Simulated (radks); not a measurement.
Isoelectronic series with 16 electrons, all held in the configuration [Ne] 3s2 3p4, which need not be the ground one along the series. All-electron calculation, scalar-relativistic Kohn-Sham, PBE, spin-polarised, spherical densities, finite nucleus; open shells are filled with parallel spins first; Fermi nuclear charge, rms radius of each element as measured or else 0.836 A^(1/3) + 0.57 fm. Program: a radial shooting solver on a logarithmic mesh with Libxc functionals. Total energies (hartree) and mean radii <r> (bohr):

S: E (hartree) -399.07678; 3p down 2.119; 3p up 2.043; 3s down 1.702; 3s up 1.690
Cl+: E (hartree) -460.96138; 3p down 1.727; 3p up 1.692; 3s down 1.495; 3s up 1.485
Ar2+: E (hartree) -527.63118; 3p down 1.479; 3p up 1.458; 3s down 1.334; 3s up 1.326
K3+: E (hartree) -599.08234; 3p down 1.302; 3p up 1.288; 3s down 1.205; 3s up 1.198
Ca4+: E (hartree) -675.31729; 3p down 1.166; 3p up 1.156; 3s down 1.099; 3s up 1.094
Sc5+: E (hartree) -756.34203; 3p down 1.058; 3p up 1.050; 3s down 1.012; 3s up 1.007
Ti6+: E (hartree) -842.16501; 3p down 0.9695; 3p up 0.9633; 3s down 0.9371; 3s up 0.9330
V7+: E (hartree) -932.79643; 3p down 0.8954; 3p up 0.8903; 3s down 0.8732; 3s up 0.8696
Cr8+: E (hartree) -1028.24780; 3p down 0.8322; 3p up 0.8280; 3s down 0.8175; 3s up 0.8144
Mn9+: E (hartree) -1128.53194; 3p down 0.7777; 3p up 0.7741; 3s down 0.7687; 3s up 0.7659
Fe10+: E (hartree) -1233.66282; 3p down 0.7300; 3p up 0.7270; 3s down 0.7254; 3s up 0.7229
Co11+: E (hartree) -1343.65525; 3p down 0.6881; 3p up 0.6854; 3s down 0.6867; 3s up 0.6845
Ni12+: E (hartree) -1458.52530; 3p down 0.6507; 3p up 0.6484; 3s down 0.6520; 3s up 0.6500
